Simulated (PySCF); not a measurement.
C₂H₆N, doublet, geometry from GFN2-xTB; PySCF with MP2/6-31+G*.

PySCF was given this input:
```python
from pyscf import gto, scf, mp

mol = gto.Mole()
mol.atom = '''
    C     0.12936779   -0.11365059    1.20176362
    N    -0.39953071    0.38942084    0.00432159
    C     0.10466808   -0.11229034   -1.20429388
    H     0.93535043   -0.85304352    1.07891682
    H     0.49378434    0.72633522    1.80629429
    H    -0.68484703   -0.56108736    1.78673618
    H     0.91299422   -0.85181233   -1.09885508
    H     0.45660711    0.72838261   -1.81522825
    H    -0.72138930   -0.55907494   -1.77293355
'''
mol.basis = '6-31+g*'
mol.spin = 1
mol.verbose = 4
mol.build()

mf = scf.UHF(mol)
mf.kernel()

pt = mp.MP2(mf, frozen=3)
pt.kernel()
print('E(MP2) = %.10f' % pt.e_tot)
mf.analyze()
```

What the program printed (banner, timings and long lists left out):

```
PySCF version 2.14.0

[INPUT] verbose = 4
[INPUT] num. atoms = 9
[INPUT] num. electrons = 25
[INPUT] charge = 0
[INPUT] spin (= nelec alpha-beta = 2S) = 1
[INPUT] symmetry False subgroup None
[INPUT] Mole.unit = angstrom
[INPUT] Symbol           X                Y                Z      unit          X                Y                Z       unit  Magmom
[...]
nuclear repulsion = 77.4941374318082
number of shells = 36
number of NR pGTOs = 117
number of NR cGTOs = 66
basis = 6-31+g*
ecp = {}

******** <class 'pyscf.scf.uhf.UHF'> ********
method = UHF
initial guess = minao
damping factor = 0
level_shift factor = 0
DIIS = <class 'pyscf.scf.diis.CDIIS'>
diis_start_cycle = 1
diis_space = 8
diis_damp = 0
SCF conv_tol = 1e-09
SCF conv_tol_grad = None
SCF max_cycles = 50
direct_scf = True
direct_scf_tol = 1e-13
number electrons alpha = 13  beta = 12
Set gradient conv threshold to 3.16228e-05
init E= -133.871028317708

cycle= 1 E= -133.561647333527  delta_E= 0.309  |g|= 0.25  |ddm|= 1.71
cycle= 2 E= -133.613981554391  delta_E= -0.0523  |g|= 0.0968  |ddm|= 0.314
cycle= 3 E= -133.62251808386  delta_E= -0.00854  |g|= 0.0407  |ddm|= 0.129
cycle= 4 E= -133.624622684259  delta_E= -0.0021  |g|= 0.0129  |ddm|= 0.0685
cycle= 5 E= -133.624900913127  delta_E= -0.000278  |g|= 0.00472  |ddm|= 0.029
cycle= 6 E= -133.624931591892  delta_E= -3.07e-05  |g|= 0.00222  |ddm|= 0.00918
cycle= 7 E= -133.624938680889  delta_E= -7.09e-06  |g|= 0.000833  |ddm|= 0.00564
cycle= 8 E= -133.624939917499  delta_E= -1.24e-06  |g|= 0.000235  |ddm|= 0.00284
cycle= 9 E= -133.624940020501  delta_E= -1.03e-07  |g|= 7.68e-05  |ddm|= 0.000784
cycle= 10 E= -133.624940031331  delta_E= -1.08e-08  |g|= 3.39e-05  |ddm|= 0.000213
cycle= 11 E= -133.624940034054  delta_E= -2.72e-09  |g|= 1.54e-05  |ddm|= 0.000108
cycle= 12 E= -133.624940034821  delta_E= -7.67e-10  |g|= 6.13e-06  |ddm|= 6.34e-05
Extra cycle  E= -133.624940034907  delta_E= -8.62e-11  |g|= 5.04e-06  |ddm|= 1e-05
converged SCF energy = -133.624940034907  <S^2> = 0.76341335  2S+1 = 2.0133687

******** <class 'pyscf.mp.ump2.UMP2'> ********
nocc = (np.int64(10), np.int64(9)), nmo = (63, 63)
frozen orbitals 3
E(UMP2) = -134.017506188209  E_corr = -0.392566153301595
E(SCS-UMP2) = -134.015383670564  E_corr = -0.390443635657033
E_corr(same-spin) = -0.0930412480440933
E_corr(oppo-spin) = -0.299524905257502
E(MP2) = -134.0175061882
**** SCF Summaries ****
Total Energy =                        -133.624940034907127
Nuclear Repulsion Energy =              77.494137431808213
One-electron Energy =                 -333.077700296610033
Two-electron Energy =                  121.958622829894693
Two-electron Coulomb Energy =          141.092346809593948
DFT Exchange-Correlation Energy =      -19.133723979699255
**** MO energy ****
                             alpha | beta                alpha | beta
[...]
To work with the spin densities directly, `use mulliken_meta_spin()` only printing them here.

 ** Mulliken spin pop alpha/beta on meta-lowdin orthogonal AOs **
 ** Mulliken Spin Density (per AO)  **
spin_pop of  0 C 1s        0.00000
spin_pop of  0 C 2s       -0.01531
spin_pop of  0 C 3s       -0.00012
spin_pop of  0 C 4s       -0.00036
spin_pop of  0 C 2px      -0.02389
spin_pop of  0 C 2py      -0.02460
spin_pop of  0 C 2pz      -0.03680
spin_pop of  0 C 3px       0.00024
spin_pop of  0 C 3py       0.00027
spin_pop of  0 C 3pz       0.00003
spin_pop of  0 C 4px      -0.00001
spin_pop of  0 C 4py      -0.00001
spin_pop of  0 C 4pz      -0.00012
spin_pop of  0 C 3dxy      0.00002
spin_pop of  0 C 3dyz      0.00068
spin_pop of  0 C 3dz^2    -0.00002
spin_pop of  0 C 3dxz      0.00060
spin_pop of  0 C 3dx2-y2    0.00012
spin_pop of  1 N 1s       -0.00000
spin_pop of  1 N 2s        0.05257
spin_pop of  1 N 3s       -0.00115
spin_pop of  1 N 4s       -0.00002
spin_pop of  1 N 2px       0.43937
spin_pop of  1 N 2py       0.47115
spin_pop of  1 N 2pz       0.03686
spin_pop of  1 N 3px       0.00172
spin_pop of  1 N 3py       0.00215
spin_pop of  1 N 3pz       0.00015
spin_pop of  1 N 4px       0.00036
spin_pop of  1 N 4py       0.00039
spin_pop of  1 N 4pz       0.00004
spin_pop of  1 N 3dxy      0.00013
spin_pop of  1 N 3dyz      0.00007
spin_pop of  1 N 3dz^2    -0.00068
spin_pop of  1 N 3dxz      0.00007
spin_pop of  1 N 3dx2-y2    0.00073
spin_pop of  2 C 1s        0.00000
spin_pop of  2 C 2s       -0.01531
spin_pop of  2 C 3s       -0.00012
spin_pop of  2 C 4s       -0.00036
spin_pop of  2 C 2px      -0.02361
spin_pop of  2 C 2py      -0.02459
spin_pop of  2 C 2pz      -0.03710
spin_pop of  2 C 3px       0.00025
spin_pop of  2 C 3py       0.00027
spin_pop of  2 C 3pz       0.00003
spin_pop of  2 C 4px      -0.00001
spin_pop of  2 C 4py      -0.00001
spin_pop of  2 C 4pz      -0.00012
spin_pop of  2 C 3dxy      0.00002
spin_pop of  2 C 3dyz      0.00068
spin_pop of  2 C 3dz^2    -0.00003
spin_pop of  2 C 3dxz      0.00062
spin_pop of  2 C 3dx2-y2    0.00010
spin_pop of  3 H 1s        0.00152
spin_pop of  3 H 2s       -0.00012
spin_pop of  4 H 1s        0.04608
spin_pop of  4 H 2s        0.00011
spin_pop of  5 H 1s        0.04963
spin_pop of  5 H 2s        0.00012
spin_pop of  6 H 1s        0.00152
spin_pop of  6 H 2s       -0.00012
spin_pop of  7 H 1s        0.04608
spin_pop of  7 H 2s        0.00011
spin_pop of  8 H 1s        0.04963
spin_pop of  8 H 2s        0.00012
 ** Mulliken Spin Density (per atom)  **
spin density of  0 C =     -0.09929
spin density of  1 N =      1.00391
spin density of  2 C =     -0.09929
spin density of  3 H =      0.00140
spin density of  4 H =      0.04619
spin density of  5 H =      0.04974
spin density of  6 H =      0.00140
spin density of  7 H =      0.04619
spin density of  8 H =      0.04974
 ** Mulliken pop alpha/beta on meta-lowdin orthogonal AOs **
 ** Mulliken pop       alpha | beta **
In total            13.00000 | 12.00000
 ** Mulliken atomic charges   ( Nelec_alpha | Nelec_beta ) **
charge of  0C =     -0.15909  (     3.02990      3.12919 )
charge of  1N =     -0.22247  (     4.11319      3.10928 )
charge of  2C =     -0.15909  (     3.02990      3.12919 )
charge of  3H =      0.06290  (     0.46925      0.46785 )
charge of  4H =      0.10389  (     0.47115      0.42496 )
charge of  5H =      0.10353  (     0.47311      0.42336 )
charge of  6H =      0.06290  (     0.46925      0.46785 )
charge of  7H =      0.10389  (     0.47115      0.42496 )
charge of  8H =      0.10353  (     0.47311      0.42336 )
Dipole moment(X, Y, Z, Debye):  1.12612, -1.10607, -0.01219
```
